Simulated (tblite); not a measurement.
Species: C5H7ClO3Si.
Z-matrix (Å and degrees, GFN2-xTB geometry), rows numbered from 1:
```
C 
C   1  1.3224
C   2  1.4949  1  124.19
C   2  1.5131  1  121.89  3   177.90
O   4  1.4034  2  113.54  1    19.21
Si  5  1.6282  4  113.04  2  -114.28
Cl  6  1.9786  5  113.95  4   114.81
O   6  1.6614  5   95.20  4    -1.20
C   8  1.3318  6  113.28  5    -3.12
O   9  1.1923  4  125.78  2   -63.21
H   1  1.0760  2  122.43  3   179.87
H   1  1.0758  2  121.07  3     1.37
H   3  1.0896  2  110.36  1  -116.41
H   3  1.0859  2  110.50  1     4.14
H   3  1.0892  2  109.79  1   124.76
H   4  1.0957  2  110.25  1   141.64
H   6  1.4453  5  111.66  4  -112.16
```

All values are computed: GFN2-xTB (tblite) harmonic vibrations without scaling, gas phase. Against measured fundamentals such values can be off by several per cent, at times by over 20. Modes of hydrogen on silicon can be 10 to 20 % off. One conformer, not necessarily the lowest.

Harmonic wavenumbers (cm⁻¹): 51.0, 62.4, 90.0, 149.5, 161.6, 177.0, 225.1, 302.4, 335.5, 432.1, 449.0, 481.1, 501.2, 580.6, 587.3, 641.5, 661.6, 693.5, 714.1, 841.6, 850.9, 893.0, 904.5, 940.3, 973.2, 1019.8, 1046.1, 1084.9, 1141.6, 1160.9, 1224.2, 1282.3, 1394.7, 1413.2, 1468.9, 1476.6, 1726.7, 1819.9, 2422.7, 2917.4, 3006.8, 3026.2, 3059.3, 3117.1, 3142.6.

A = 1722, B = 751.6, C = 616.6 MHz; mass 177.985 u (most abundant isotopes); point group C1, symmetry number 1.

Zero-point energy?

½Σν̃ = 25326 cm⁻¹ = 72.41 kcal/mol.

Entropy at 298.15 K, 1 bar (ideal gas, RRHO, classical rotation)?

Translation 41.46, rotation 30.38, vibration 31.57: S = 103.4 cal/(mol K).

And Cp and H(298.15 K) − H(0)?

Cp = 40.77 cal/(mol K), of which vibrations give 32.82 (their classical limit is 45 R = 89.4); H(298.15 K) − H(0) = 7.35 kcal/mol without the zero-point energy, 4.98 from vibrations.

How do the functions run with temperature in this model?

```csv
T (K),S (cal/(mol K)),Cp (cal/(mol K)),H − H(0) (kcal/mol),G − H(0) (kcal/mol),ln q(vib)
150,81.4,24.9,2.47,-9.75,3.29
250,96.7,35.8,5.50,-18.67,6.13
400,116.7,50.1,11.99,-34.71,10.34
600,139.8,63.3,23.44,-60.43,15.73
900,167.9,75.1,44.36,-106.74,23.11
```

q(vib) and H(0) count from the zero-point level.

What must be added to the electronic energy to get the Gibbs energy at 298.15 K and 1 bar?

ZPE + [H(298.15 K) − H(0)] − T·S = 72.41 + 7.35 − 30.83 = 48.93 kcal/mol.

Blend soft modes into free rotors: weight 1/[1 + (100 cm⁻¹/ν̃)⁴] for the oscillator and the rest for a rotor with moment μB/(μ + B), μ = h/(8π²ν), B = 10⁻⁴⁴ kg m². What vibrational entropy results?

29.01 cal/(mol K) in place of 31.57, which changes −T·S at 298.15 K by +0.76 kcal/mol.

Hindered rotation and anharmonicity are outside this model. Other conformers, if any are populated, would add a mixing term that is left out. The structure is chiral; the term R ln 2 for an equal mix with its mirror image is left out.

The run took 0.81 s of wall time on one thread, Arm Neoverse V1 (aarch64) (shared host). This covers the Hessian and the dipole derivatives.
